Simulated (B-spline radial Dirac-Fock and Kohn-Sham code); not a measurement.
**Binding energies of Nb at several levels of theory**

System: atomic niobium, configuration [Kr] 4d4 5p1 (not the ground configuration).

The density-functional columns are spherical, spin-unpolarised Dirac-Kohn-Sham results without Breit or QED terms: −ε is minus the orbital energy of the initial state and ΔSCF the difference of two total energies. The reference in the last column comes from multi-electron Dirac-Fock with separately optimised hole states, Breit and Lamb-shift corrections added in first order. All numbers are from a B-spline atomic structure program, in eV; a selection of levels is shown. The Kohn-Sham columns are given as differences from the reference. For the 1s level of heavy atoms much of the gap between ΔSCF and the reference is the Breit and QED part, -50.3 eV here; for other levels the error of the functional can be larger.

```
level  LDA −ε − DF  LDA ΔSCF − DF  Dirac-Fock
    K       -218.2          +44.2     18992.1
   L1        -83.0          -40.0      2710.2
   L2        -59.6           -5.9      2472.5
   L3        -60.9           -9.5      2378.2
   M1        -39.3          -25.2       478.1
   M2        -30.0          -15.7       388.0
   M3        -29.8          -15.9       372.3
   M4        -14.2           +0.4       213.6
   M5        -14.4           +0.1       210.9
   N1        -10.3           -4.6       69.96
   N2         -5.5           -0.2       42.85
   N3         -5.6           -0.4       40.78
 N4,5         -2.3           +1.6        6.65
 O2,3         -1.2           +0.8        3.06
```

Values without a named source are computed, but for edge energies of neutral atoms, which are taken from tables.
